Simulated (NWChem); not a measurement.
Species: SiCl2, singlet; SMILES Cl[Si]Cl

```xyz
3

Si     0.0000     0.0000     0.9323
Cl    -1.6066     0.0000    -0.3846
Cl     1.6066     0.0000    -0.3846
```
Atoms are numbered in this order, from 1.

Level: PBE0-D3(BJ)/def2-TZVP (NWChem), optimised geometry, unscaled harmonic frequencies. Low-valent species are run as closed-shell singlets; no triplet was tried in these runs.

Q: List the harmonic frequencies with IR intensities, and the thermochemistry.

A: 
```tsv
frequency (cm⁻¹)	IR intensity (km/mol)
199	1.7
517	195.8
522	84.6
```

```json
{
 "zero_point_energy": "1.8 kcal/mol",
 "thermal correction to the enthalpy at 298.15 K (with zero-point energy)": "4.8 kcal/mol",
 "heat capacity Cv": "10.2 cal/(mol K)",
 "entropy at 298.15 K and 1 atm (symmetry number 2)": "67.2 cal/(mol K)",
 "dipole_moment": "0.87 D"
}
```

Rigid rotor and harmonic oscillator.
